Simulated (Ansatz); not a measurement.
## Ansatz (development build ahead of 0.2.0) run

```yaml
crystal:
  periodic: [false, false, false]
  atoms:
    - { symbol: K, position_ang: [-0.00063, 0.0057, -1.26171] }
    - { symbol: Cl, position_ang: [-0.00902, -0.00426, 1.40171] }
basis:
  gaussian: { orbitals: def2-TZVP }
hamiltonian:
  xc: hf
correlation:
  method: mp2
  frozen_orbitals: { Cl: 5, K: 5 }
```

The input is written out in the form of the current development build from the run's settings.

The run gave:

```yaml
Converged: yes
Reference_energy: -1058.74654 hartree
Correlation_energy: -0.35324 hartree
Total_energy: -1059.09978 hartree
Spin_squared_of_the_determinant: 0.000
```
